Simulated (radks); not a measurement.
Values are calculated unless marked as measured or tabulated.
Coulomb parameter of the 3d shell of the copper ion Cu3+ in the model configuration [Ar] 3d7 4s1, as a second difference U = [E(n + 1) + E(n - 1) - 2 E(n)] / (1)^2 with all orbitals relaxed. "Bare": the charge of the atom changes with n. "Screened": the 4s shell takes up the change at fixed total charge, which measures U(3d,3d) + U(4s,4s) - 2 U(3d,4s). Level of theory: scalar-relativistic Kohn-Sham, BLYP, spin-unpolarised, spherical densities, point nucleus (a radial shooting solver on a logarithmic mesh with Libxc functionals).

| case | configuration | E - E(n) (eV) |
|---|---|---|
| start | [Ar] 3d7 4s1 | 0.000 |
| bare +1 | [Ar] 3d8 4s1 | -46.484 |
| bare -1 | [Ar] 3d6 4s1 | 68.375 |
| screened +1 | [Ar] 3d8 | -16.693 |
| screened -1 | [Ar] 3d6 4s2 | 22.579 |

U(bare) = 21.891 eV, U(screened by 4s) = 5.886 eV, against the Slater integral F0(3d,3d) = 30.711 eV with frozen orbitals.
